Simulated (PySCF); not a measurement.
Isomers of C3H4O. Isolated molecules, 0 K electronic values unless said otherwise. One relaxed conformer stands for each flexible species; it need not be the lowest. Strings in code marks are SMILES.

The HOMO from two functionals at the same geometries (B3LYP-D3(BJ)/def2-TZVP), both in PySCF: PBE-D3(BJ)/def2-TZVP and B3LYP-D3(BJ)/def2-TZVP. B3LYP has the VWN-RPA correlation part, as in Gaussian. 

```csv
species,PBE-D3(BJ)/def2-TZVP (eV),B3LYP-D3(BJ)/def2-TZVP (eV)
`C=C=CO`,-5.33,-6.37
`CC#CO`,-5.44,-6.51
`OC1=CC1` (H–O–C–C torsion 180°),-5.37,-6.36
`O1C=C1C`,-4.26,-5.48
```

Over these rows, drawn at random from the members with no instability flagged (it was tested for open shells, ions and some series alone), PBE minus B3LYP-D3(BJ): mean +1.08 eV, from +0.99 eV to +1.22 eV.
